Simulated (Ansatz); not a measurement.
Basis-set extrapolation for C2H8AlNSi (PBE0-D4/def2-TZVP geometry, frozen core, Ansatz 0.2.0). Multiplicity 1, RHF reference.

```csv
,def2-TZVPP,def2-QZVPP
HF,-665.709982,-665.732478
MP2 correlation,-0.750874,-0.800877
CCSD(T) correlation,-0.839312,not run
```

Energies in hartree. Use E(X) = E(∞) + A·exp(−7.88·√X) for Hartree–Fock and E(X) = E(∞) + B·X^(−2.97) for correlation, with X = 3 and 4, and add CCSD(T) minus MP2 of the smaller set to the MP2 limit.

Q: What is the CCSD(T) energy at the basis-set limit?

A: HF limit: -665.732478 + (-0.022496) × 0.13774 = -665.73558. MP2 limit: -0.800877 + (-0.050003) × 0.74074 = -0.83792. Higher-order term: -0.839312 − (-0.750874) = -0.08844. Total: -666.66194 hartree, 295.8 kJ/mol below CCSD(T)/def2-TZVPP.
